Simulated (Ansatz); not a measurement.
```yaml
crystal:
  periodic: [false, false, false]
  atoms:
    - {symbol: Na, position_ang: [-1.050994, -1.043688, -3.197209]}
    - {symbol: F, position_ang: [-1.145856, -1.143914, -1.065465]}
    - {symbol: Na, position_ang: [-1.120066, -1.110782, 1.077752]}
    - {symbol: F, position_ang: [-1.076498, -1.073601, 3.221692]}
    - {symbol: F, position_ang: [-1.077063, 1.078430, -3.219797]}
    - {symbol: Na, position_ang: [-1.112626, 1.121260, -1.075796]}
    - {symbol: F, position_ang: [-1.143362, 1.145553, 1.067426]}
    - {symbol: Na, position_ang: [-1.040192, 1.049129, 3.198904]}
    - {symbol: F, position_ang: [1.071641, -1.079664, -3.221304]}
    - {symbol: Na, position_ang: [1.110553, -1.121681, -1.077265]}
    - {symbol: F, position_ang: [1.145316, -1.145201, 1.065935]}
    - {symbol: Na, position_ang: [1.045740, -1.047772, 3.197586]}
    - {symbol: Na, position_ang: [1.045514, 1.042361, -3.199442]}
    - {symbol: F, position_ang: [1.143795, 1.143552, -1.067894]}
    - {symbol: Na, position_ang: [1.122055, 1.111014, 1.075426]}
    - {symbol: F, position_ang: [1.082011, 1.074985, 3.219451]}
basis:
  gaussian: {orbitals: def2-TZVP}
magnetization: {spin_polarized: true, initial_magnetization: 2}
hamiltonian: {xc: pbe0, dispersion: d4}
scf: {omitted_lower_state_checks: [starts]}
output: {orbitals: {seedname: orbitals}}
```

```sh
$ ansatz run in.yaml --threads 4 --pin off --events-out ev --progress --plain --max-ram 6963MiB
```

Question: Does this run fit into the memory that it is given?

Answer: No. It has 504 basis functions, and Ansatz plans for 11 GiB where 7 GiB are given.
